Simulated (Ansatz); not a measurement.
Compare A (`C[SiH](O)N[SiH2]O`) with its isomer B (`CN([SiH3])[SiH](O)O`).

Computed with Ansatz on PBE0-D4/def2-TZVP structures; ΔE is electronic, products minus reactants. CCSD(T)/CBS adds triple-zeta CCSD(T) − MP2 to the extrapolated MP2 energy (def2 sets, frozen cores). Functionals use def2-TZVPP. One conformer a species, not always the lowest.

Q: Which is lower in electronic energy at CCSD(T)/CBS, and by how much? (Estimate.)

A: The calculation gave: A, by 20.9 kcal/mol.

Q: Give E(B) − E(A) in kcal/mol with PBE0-D4, PBE-D4, CCSD(T)/def2-TZVPP, B2PLYP, HF/def2-TZVPP, CCSD/def2-TZVPP, r2SCAN-D4. (An estimate is asked.)

A: The calculation gave: PBE0-D4 20.7, PBE-D4 20.5, CCSD(T)/def2-TZVPP 20.2, B2PLYP 20.9, HF/def2-TZVPP 20.0, CCSD/def2-TZVPP 20.3, r2SCAN-D4 21.7. None reverses the order clearly.

Largest T1 diagnostic: 0.011.
